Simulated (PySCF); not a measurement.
**Radial density of Tc (technetium, neutral)**

TPSSh, [Kr] 4d5 5s2, high-spin 6S determinant. Computed with PySCF 2.14 in aug-cc-pVTZ-PP with one added diffuse shell each of s, p, d, f, g type with ECP28MDF (7s7p6d4f3g, 113 functions), with scalar relativity through the core potential. This is the valence pseudo-density: the core potential removes the inner electrons and smooths the orbitals near the nucleus.

| r (bohr) | 4πr²ρ (e/bohr) | 4πr²(ρα − ρβ) |
| --- | --- | --- |
| 0.0330 | 2.218e-05 | 0.0000 |
| 0.0555 | 5.403e-05 | 0.0000 |
| 0.0933 | 0.0001856 | 0.0000 |
| 0.157 | 0.001589 | 0.0005 |
| 0.264 | 0.02565 | 0.0082 |
| 0.444 | 0.6934 | 0.1432 |
| 0.747 | 7.989 | 1.4174 |
| 1.26 | 10.40 | 3.3286 |
| 2.11 | 2.874 | 1.7433 |
| 3.56 | 0.8060 | 0.2094 |
| 5.98 | 0.08953 | -0.0188 |
| 10.1 | 0.001086 | -0.0006 |

Energies and moments cover only the electrons outside the core potential.

(1) Where is the radial spin density 4πr²(ρα − ρβ) most negative, and why is it negative at all?

Answers

(1) Around r = 5.98 bohr, down to -0.0188 e/bohr: exchange with the open shell polarises the paired shells in an unrestricted calculation.
